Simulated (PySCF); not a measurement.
# Removing an electron from Si8F8 cubane

Si8F8 cubane, Si8F8.
Structure used (PBE0-D3(BJ)/def2-SVP), in Å, numbered top down from 1:
```xyz
16
Si8F8 angstrom
Si    -1.0625    0.1868    1.6540
F     -2.0344    0.8936    2.7515
Si    -0.9354    1.6995   -0.3135
F     -1.9843    2.9182   -0.0664
Si    -1.2493   -0.0055   -1.8712
F     -2.1403   -0.0091   -3.2239
Si    -1.4191   -1.3727    0.0104
F     -2.1096   -2.8465    0.0196
Si     1.0431   -1.6565    0.2457
F      1.3583   -3.2347    0.4854
Si     1.2494   -0.0024    1.8761
F      2.1424   -0.0041    3.2275
Si     1.3130    1.4653    0.0648
F      2.6061    2.3539   -0.3678
Si     1.0439   -0.3359   -1.6271
F      2.1444   -0.0840   -2.7988
```

Level: wB97X-D/def2-SVPD (PySCF). Frontier orbitals with their largest atomic shares (Löwdin; up to four atoms above 4 %):

```json
{"orbital": "HOMO−3", "ε (eV)": "-10.82", "main atoms": "Si1 16 %, Si15 15 %, Si3 13 %, Si9 11 %"}
{"orbital": "HOMO−2", "ε (eV)": "-9.01", "main atoms": "Si5 15 %, Si11 15 %, Si3 14 %, Si9 14 %"}
{"orbital": "HOMO−1", "ε (eV)": "-9.01", "main atoms": "Si11 15 %, Si5 15 %, Si15 15 %, Si1 14 %"}
{"orbital": "HOMO", "ε (eV)": "-8.85", "main atoms": "?"}
{"orbital": "LUMO", "ε (eV)": "-2.03", "main atoms": "Si9 12 %, Si15 12 %, Si7 12 %, Si1 12 %"}
{"orbital": "LUMO+1", "ε (eV)": "-1.21", "main atoms": "Si11 24 %, Si5 24 %, F6 7 %, F12 7 %"}
{"orbital": "LUMO+2", "ε (eV)": "-0.69", "main atoms": "Si13 17 %, Si7 14 %, Si11 12 %, Si5 12 %"}
```

**Question.** What vertical ionisation energy does ΔSCF give, and how far is −ε(HOMO) from it?

**Answer.** ΔSCF: 8.74 eV (843 kJ/mol; threshold wavelength 142 nm); ⟨S²⟩ of the doublet left behind is 0.761, against 0.75 for a pure doublet. −ε(HOMO) is 8.85 eV, 0.11 eV above it. In exact Kohn–Sham theory the two would be equal; wB97X-D (range-separated hybrid) comes within 0.11 eV of that here.

**Question.** On which atoms does the HOMO lie?

**Answer.** Si3 (silicon bonded to F and 3 Si) 13 %, Si9 (silicon bonded to F and 3 Si) 13 %, Si1 (silicon bonded to F and 3 Si) 13 %, Si7 (silicon bonded to F and 3 Si) 13 %, so no atom holds as much as 40 %. The HOMO−1 lies 0.16 eV lower.

**Question.** And the vertical electron affinity, the fundamental gap, Mulliken's electronegativity and the hardness (with the factor ½)?

**Answer.** EA = 2.12 eV by ΔSCF (−ε(LUMO) = 2.03 eV). IE − EA = 6.62 eV against an orbital gap of 6.82 eV; (IE + EA)/2 = 5.43 eV; (IE − EA)/2 = 3.31 eV.

**Question.** Shift the occupied levels rigidly so that −ε(HOMO) equals the ΔSCF value. What binding energies result?

**Answer.** The shift is -0.11 eV: HOMO 8.74, HOMO−1 8.90, HOMO−2 8.90, HOMO−3 10.71 eV. A rigid shift is only a rough guide to the deeper ionisations.

**Question.** What total energies stand behind the ΔSCF value?

**Answer.** E(N) = -3113.55367 Eh and E(N − 1) = -3113.23254 Eh at the same geometry, 0.32113 Eh apart. With one more electron, E(N + 1) = -3113.63173 Eh.

**Question.** What kinetic energy would electrons from this vertical process carry with 118.2 nm light (10.49 eV)?

**Answer.** 10.49 − 8.74 = 1.75 eV.

The structure is a single PBE0-D3(BJ)/def2-SVP conformer in the gas phase; no vibrational or solvent corrections.

wB97X-D is run here without its empirical dispersion term; that term would change no orbital, density or response property at a fixed geometry.
